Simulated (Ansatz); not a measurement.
Born–Oppenheimer molecular dynamics of CH3AlCl2 (7 atoms, charge 0, multiplicity 1). It starts from a relaxed structure.

These are results of RKS B3LYP/def2-SVP (Ansatz), not measurements.

- ensemble: NVE (velocity Verlet)
- time step: 0.5 fs
- steps asked: 150
- starting velocities drawn for: 700 K
- seed: 18445

First frame:

```xyz
7
Properties=species:S:1:pos:R:3
C -0.175 0.938 -0.167
Al 0.178 -0.943 0.143
Cl 1.805 -1.579 1.323
Cl -1.036 -2.457 -0.677
H -1.062 1.089 -0.801
H -0.338 1.465 0.788
H 0.689 1.419 -0.656
```

How far do the bonds stretch over the last three quarters of this one trajectory? (Pairs bonded in most of those frames.)


```
   bond  mean (Å)  spread (Å)  shortest  longest
 C1–Al2     1.936       0.029      1.91     2.01
  C1–H5     1.106       0.047      1.04     1.18
  C1–H6     1.117       0.061      1.02     1.20
  C1–H7     1.106       0.004      1.10     1.12
Al2–Cl3     2.105       0.049      2.04     2.16
Al2–Cl4     2.110       0.051      2.05     2.19
```

Mean temperature of the second half: 338 K. The conserved energy stayed within 0.63 meV per atom of its start (net change 0.12 meV per atom), so the integration is sound. Over the second half the temperature averaged 0.48 of the 700 K drawn at the start: a run that starts near a minimum puts about half its kinetic energy into the potential. A run of 0.075 ps of so small a system gives no equilibrium averages.

Run time: 4.2 min on 1 thread of AMD EPYC 7B13 (Zen 3), with other jobs on the host, peak memory 0.17 GiB.
